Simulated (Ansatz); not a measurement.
Total energies of F$_{2}$GeH$_{2}$N, SMILES `[NH2][Ge]([F])[F]` radical.

```xyz
6

N     0.363   -0.629   -0.610
Ge   -0.631    0.431    0.510
F    -0.355    2.055   -0.039
F     0.146    0.311    2.058
H     0.090   -0.564   -1.584
H     0.387   -1.604   -0.335
```

The species carries charge 0 and has multiplicity 2. Correlated methods include outer-core shells of Ge, which these sets cover unevenly. Scalar relativity is left out up to krypton. The structure was optimised at the PBE0-D4/def2-TZVP level. It is one conformer, not always the lowest. Basis def2-TZVPP, Ansatz 0.2.0.

RPA on PBE orbitals: Hartree–Fock energy of these orbitals -2329.97124 Eh, correlation -1.43164 Eh (frozen core).

```tsv
functional	kind	energy without D4 (Eh)	D4 term (kJ/mol)
BLYP	GGA	-2332.85783	-21.4
PBE0	global hybrid, 25 % exact exchange	-2332.30869	-7.9
B3LYP	global hybrid, 20 %	-2332.87201	-15.6
r2SCANh	meta-GGA hybrid, 10 %	-2332.68502	-2.3
HSE06 (plane-wave form)	screened hybrid	-2332.29899	-7.4
CAM-B3LYP	range-separated hybrid	-2332.88023	-8.0
LC-ωPBE	long-range corrected hybrid	-2332.40793	–
ωB97M-V	range-separated hybrid meta-GGA with VV10	-2332.64205	–
B2PLYP	double hybrid	-2332.31310	–
PBE-QIDH	double hybrid	-2331.95012	–
```

Problem. Give the same for LDA (SPW92), PBE, revPBE, r2SCAN, B97M-V, r2SCAN0, BHLYP, ωB97X-V. (An estimate is asked.)

Solution. Ansatz gave: 
```
 functional                                  kind  energy without D4 (Eh)  D4 term (kJ/mol)
LDA (SPW92)                                   LDA             -2327.94892                 –
        PBE                                   GGA             -2332.25981              -9.5
     revPBE                                   GGA             -2332.57974             -29.3
     r2SCAN                              meta-GGA             -2332.70886              -2.1
     B97M-V                    meta-GGA with VV10             -2332.35278                 –
    r2SCAN0                 meta-GGA hybrid, 25 %             -2332.65100              -2.5
      BHLYP                   global hybrid, 50 %             -2332.69882             -12.0
    ωB97X-V  range-separated hybrid GGA with VV10             -2332.54470                 –
```

B3LYP takes the VWN-RPA correlation (the form of Gaussian; ORCA's B3LYP/G). HSE06 is the plane-wave form, built on full-range PBE exchange. The double hybrids freeze the cores in their second-order part.

LC-ωPBE has ω = 0.4 bohr⁻¹.
